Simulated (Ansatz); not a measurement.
Gas-phase electronic energies from Ansatz, PBE0-D4/def2-TZVP geometries. CCSD(T)/CBS is the MP2 limit (def2-TZVPP, def2-QZVPP) plus CCSD(T) − MP2 in def2-TZVPP, frozen cores. This one scheme is used for every species. Functionals use def2-TZVPP. For Ge outer-core shells are correlated without core-valence functions, which leaves a few kJ/mol of doubt a bond. Scalar relativity is left out up to krypton. One conformer a species, not always the lowest.

`C[SiH2]N[SiH3]` + `F[SiH2][O][GeH3]` → `F[SiH2]N[SiH3]` + `C[SiH2][O][GeH3]`  (redistribution)

`C[SiH2]N[SiH3]`:

Z-matrix (Å, degrees):
```
C
Si 1 1.865
H 1 1.094 2 110.6
H 1 1.093 2 110.9 3 120.2
H 1 1.093 2 111.0 3 -119.6
N 2 1.730 1 112.8 3 179.6
H 2 1.491 1 108.4 3 57.3
H 2 1.487 1 110.4 3 -61.8
Si 6 1.724 2 128.4 1 114.8
H 6 1.011 2 115.9 1 -70.0
H 9 1.489 6 109.9 2 -142.1
H 9 1.491 6 113.5 2 97.9
H 9 1.485 6 108.1 2 -22.2
```

`F[SiH2][O][GeH3]`:

```xyz
9

F    -0.918    1.386   -1.713
Si   -0.965   -0.130   -1.208
O    -0.553   -0.214    0.351
Ge    0.924    0.062    1.310
H    -2.357   -0.604   -1.353
H    -0.008   -0.876   -2.059
H     2.137   -0.209    0.406
H     0.847   -0.931    2.474
H     0.894    1.517    1.793
```

`F[SiH2]N[SiH3]`:

```xyz
10

F     1.749    1.333   -1.304
Si    1.288   -0.127   -0.834
N    -0.378   -0.205   -0.476
Si   -1.166    0.137    1.029
H     1.588   -1.034   -1.965
H     2.054   -0.434    0.392
H    -0.987   -0.374   -1.266
H    -2.018    1.354    0.948
H    -0.095    0.347    2.033
H    -2.034   -0.997    1.443
```

`C[SiH2][O][GeH3]`:

Cartesian coordinates in Å:
```
C -1.714 0.707 -1.270
Si -0.836 -0.019 0.197
O 0.776 -0.023 -0.098
Ge 2.194 -0.550 0.828
H -1.383 1.732 -1.451
H -2.794 0.721 -1.098
H -1.519 0.120 -2.170
H -1.310 -1.412 0.449
H -1.126 0.778 1.425
H 3.403 -0.250 -0.064
H 2.062 -2.055 1.114
H 2.247 0.251 2.140
```

```json
{"species": "`C[SiH2]N[SiH3]`", "CAM-B3LYP energy (Eh)": "-677.33367"}
{"species": "`F[SiH2][O][GeH3]`", "CAM-B3LYP energy (Eh)": "-2544.87018"}
{"species": "`F[SiH2]N[SiH3]`", "CAM-B3LYP energy (Eh)": "-737.36123"}
{"species": "`C[SiH2][O][GeH3]`", "CAM-B3LYP energy (Eh)": "-2484.84290"}
```

Q: Work out ΔE.

A: ΔE = (-737.36123) + (-2484.84290) − (-677.33367) − (-2544.87018) = -0.00028 Eh = -0.2 kcal/mol. CCSD(T)/CBS gives -0.1 kcal/mol.

Largest T1 diagnostic among the species: 0.012.

Leaving LDA and LC-ωPBE aside and taking each functional with its dispersion term where it has one, the values, not all of them listed here, spread over 0.4 kcal/mol, from B97M-V to BHLYP-D4.
